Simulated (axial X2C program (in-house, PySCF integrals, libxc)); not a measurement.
RbO: from Re and ωe to a spectrum

A bond curve at the PBE0 level, with spin–orbit coupling, was computed with an in-house relativistic program for diatomic molecules (basis Rb dyall-cv3z [12s13p8d4f1g], O dyall-av3z [7s6p3d2f] (cores contracted in-house)) for the state Ω = 1/2 (⟨Sz⟩ = 0.50, ⟨Lz⟩ = 0.00 at PBE0). Its fit gives Re = 2.2383 Å, ωe = 379.4 cm⁻¹, ωexe = 2.08 cm⁻¹ and αe = 1.855e-03 cm⁻¹; the masses are 84.9118 and 15.9949 u. Two-component means X2C with spin–orbit coupling and atomic mean-field Coulomb and Gaunt terms.

Find the reduced mass, Be and the force constant.

From the PBE0 values: μ = 13.4595 u. Be = 16.8576/(μ Re²) = 0.25 cm⁻¹. k = 5.8918×10⁻⁷ μ ωe² = 1.14 mdyn/Å.

Estimate the centrifugal constant by the Kratzer relation.

D = 4Be³/ωe² = 4.34e-07 cm⁻¹.

Estimate De from a Morse curve and compare with the computed well depth of 2.833 eV to Rb + O.

De(Morse) = ωe²/(4ωexe) = 2.145 eV against 2.833 eV computed, a ratio of 0.76. The extrapolation falls short: long-range attraction (ionic or ion–induced dipole) or a change of character along the curve can cause this.

The dipole moment p changes by 5.95 D/Å at Re. What harmonic infrared intensity follows?

I = 42.256 × (dp/dR)²/μ = 110 km/mol.

Where do the fundamental and the first overtone lie?

ν(1←0) = ωe − 2ωexe = 375.2 cm⁻¹; ν(2←0) = 2ωe − 6ωexe = 746.3 cm⁻¹.

One determinant describes the state; a PBE0 search over occupations chose it and may have missed a lower one. Dissociation energies refer to the lowest single-determinant-based atoms at the same level and basis. Density functionals use the spin component along the axis (collinear). The 2c atoms are single determinants rather than J levels; their spin–orbit lowering is only partly caught, and De is too large by that part. This holds for PBE0. PBE0 can misorder states that lie within some tenths of an eV, so this need not be the ground state of the molecule. The nearest other 2c determinant of the search, Ω = 3/2, lies 0.29 eV up at the distance of the search. Without a current term, density functionals place determinants with orbital angular momentum somewhat too high.
